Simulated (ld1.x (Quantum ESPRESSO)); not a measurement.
# Varying the TM potential for Cd (Z = 48)

Base potential:

```
Element                 : cadmium
Generator               : ld1.x (Quantum ESPRESSO) 7.5
Type                    : norm-conserving Troullier–Martins (Kleinman–Bylander form)
Functional              : PBEsol
Relativity              : fully relativistic
Frozen core             : [Kr]
Valence charge          : 12
Reference configuration : 4d10 5s1.75 5p0.25
Partial waves           : 5s (bound): rc 2.40 bohr; 4d (bound): rc 1.75 bohr; 5p (bound): rc 2.25 bohr
Local potential         : the p channel
Core correction         : none
```

Open shells are filled in proportion to 2j + 1 (rel_dist='average').

All-electron outer shells of the reference configuration (PBEsol, scalar-relativistic, ld1.x):

```tsv
shell	level (eV)	outermost node (bohr)	outermost maximum (bohr)
4s	-106.34	0.43	0.79
4p	-67.43	0.43	0.84
4d	-12.25	0.42	0.98
5s	-6.05	1.06	2.32
5p	-1.41	1.20	3.25
```

Cutoffs, loose and tight: the cutoffs (Ry, on a coarse ladder) from which the occupation-weighted sum of valence levels, in a spherical-Bessel basis at the reference potential, stays within 10 and 1 mRy of its value at 400 Ry. They do not see the model core or the augmentation charge, which bear on the density cutoff. Test errors are all-electron minus pseudo excitation energies from the reference, over the configurations 4d10 5s2 5p0; 4d10 5s1 5p0; 4d10 5s0 5p0; 4d10 5s1.5 5p0; 4d10 5s0 5p2; 4d10 5s0 5p1; 4d9 5s2 5p0. A dash means not determined; rows that change the core or the reference have their own tests. The largest error is taken over the tests solved by every variant that gives reliable tests at all: 4d10 5s0 5p0; 4d10 5s0 5p1; 4d10 5s0 5p2; 4d10 5s1.5 5p0; 4d9 5s2 5p0.

A true bound ghost makes a file unfit for plane-wave use even where its test errors are small: the radial tests pick states by their node count and pass the ghost by.

| change | outcome | cutoff, loose | cutoff, tight | bound ghosts | largest test error (meV) |
| --- | --- | --- | --- | --- | --- |
| base | generated | 70 Ry | 110 Ry | s | +587 |
| wave 5p (bound): rc 2.25 bohr becomes 5p (bound): rc 1.48 bohr | generated, misses its reference levels by 0.15 eV | 70 Ry | 110 Ry | s | -129 |
| wave 5p (bound): rc 2.25 bohr becomes 5p (bound): rc 1.86 bohr | generated | 70 Ry | 100 Ry | s | -179 |
| wave 5p (bound): rc 2.25 bohr becomes 5p (bound): rc 2.06 bohr | generated | 70 Ry | 110 Ry | s | -240 |
| wave 5p (bound): rc 2.25 bohr becomes 5p (bound): rc 2.50 bohr | generated | 70 Ry | 110 Ry | none | -140 |
| wave 5p (bound): rc 2.25 bohr becomes 5p (bound): rc 2.76 bohr | generated | 70 Ry | 110 Ry | none | -144 |
| wave 5p (bound): rc 2.25 bohr becomes 5p (bound): rc 2.88 bohr | generated | 70 Ry | 110 Ry | none | -134 |
| wave 5p (bound): rc 2.25 bohr becomes 5p (bound): rc 3.16 bohr | generated | 70 Ry | 110 Ry | none | -77 |

(1) What comes out with this change to the base: wave 5p (bound): rc 2.25 bohr becomes 5p (bound): rc 1.68 bohr?

(2) What comes out with this change to the base: wave 5p (bound): rc 2.25 bohr becomes 5p (bound): rc 3.32 bohr?

(3) What comes out with this change to the base: wave 5p (bound): rc 2.25 bohr becomes 5p (bound): rc 2.36 bohr?

## Answers

(1) outcome: generated; cutoff, loose: 70 Ry; cutoff, tight: 100 Ry; bound ghosts: s; largest test error (meV): -142.

(2) outcome: generated; cutoff, loose: 70 Ry; cutoff, tight: 110 Ry; bound ghosts: none; largest test error (meV): +5.1.

(3) outcome: generated; cutoff, loose: 70 Ry; cutoff, tight: 110 Ry; bound ghosts: none; largest test error (meV): -104.

Reading the sweep of the p radius (base included, trends over the rows without a ghost): The loose cutoff stays near 70 Ry. The median size of the test errors (rows with all tests solved) is not monotonic: lowest 2.0 meV at 2.88 bohr, highest 3.1 meV at 3.32 bohr. Bound ghosts are found at 1.48, 1.68, 1.86, 2.06, 2.25 bohr.
